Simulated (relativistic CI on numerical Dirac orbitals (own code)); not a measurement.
Transition arrays of Mo15+

These numbers are calculated, not measured: Dirac-Coulomb-Breit CI, orbitals from a KLI potential per configuration, model QED (radiative potential, 1s self-energy scaled to tabulated hydrogen-like ionisation energies), valence Slater integrals scaled by 0.9, whole transition arrays (own radial code, finite nucleus).

CI space (outside the closed core [Ne] 3s2): 3p6.3d9, 3p6.3d8.4f, 3p5.3d10, 3p6.3d8.4p, 3p6.3d8.5f. Levels of other configurations are missing.

All E1 lines from the levels of 3p6.3d9; mean and standard deviation are weighted by gf, and upper levels are sorted by their leading configuration.

```csv
Upper configuration,Lines,Σgf,Mean (eV),Mean (nm),σ (eV),Strongest line (nm)
3p6.3d8.4f,81,40.4,375.66,3.300,3.45,3.288
3p5.3d10,3,2.2,170.88,7.256,7.26,7.471
3p6.3d8.4p,60,4.7,268.12,4.624,3.14,4.611
3p6.3d8.5f,81,22.9,455.25,2.723,3.79,2.710
```

Σgf per state of the lower configuration in bins of 0.1 nm over the central range (centre: value): 2.65: 0.09, 2.75: 2.20, 3.25: 2.17, 3.35: 1.78, 3.45: 0.10, 4.55: 0.11, 4.65: 0.34, 6.85: 0.08.

How do configuration mixing and the scaling of the Slater integrals move the arrays?

Slater scale 0.9, no configuration mixing: 3p6.3d8.4f 376.3 ± 3.5 eV (Σgf 45.1), 3p5.3d10 171.9 ± 7.3 eV (Σgf 2.6), 3p6.3d8.4p 268.2 ± 3.2 eV (Σgf 4.5), 3p6.3d8.5f 454.6 ± 3.8 eV (Σgf 16.9); Slater scale 1: 3p6.3d8.4f 376.6 ± 3.7 eV (Σgf 40.5), 3p5.3d10 170.6 ± 7.2 eV (Σgf 2.2), 3p6.3d8.4p 268.3 ± 3.5 eV (Σgf 4.8), 3p6.3d8.5f 455.7 ± 4.1 eV (Σgf 23.0); Slater scale 0.8: 3p6.3d8.4f 374.8 ± 3.2 eV (Σgf 40.4), 3p5.3d10 171.1 ± 7.3 eV (Σgf 2.3), 3p6.3d8.4p 268.0 ± 2.8 eV (Σgf 4.7), 3p6.3d8.5f 454.8 ± 3.5 eV (Σgf 22.8). With mixing, levels are counted to their leading configuration, so an array can shrink or vanish into another, and the sums then hold other lines.
